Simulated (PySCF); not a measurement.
C4H2BrCl, SMILES C#C/C(Br)=C\Cl. Geometry optimised at ωB97X-D3(BJ)/def2-SVP. The structure was generated by enumeration; whether it is a known compound was not checked.

Method: ωB97X-D3(BJ)/def2-SVP (PySCF).

Harmonic wavenumbers (cm⁻¹): 120, 192, 197, 265, 301, 454, 610, 728, 732, 751, 860, 862, 1069, 1310, 1708, 2270, 3260, 3484. Rotational constants (GHz): 3.117, 0.9762, 0.7434; symmetry number 1.

Problem. Work out the zero-point energy and the ideal-gas rigid-rotor harmonic-oscillator thermochemistry at 298.15 K and 1 atm.

Solution. ZPE = ½ Σ hcν = ½ × 19174 cm⁻¹ = 27.41 kcal/mol. H − E(el) = 32.04 kcal/mol. Entropy in cal/(mol K): translation 41.22, rotation 29.34, vibration 12.94, total 83.50. G − E(el) = 7.14 kcal/mol. Cp = 23.23 cal/(mol K). Modes under 150 cm⁻¹ make the vibrational entropy uncertain.
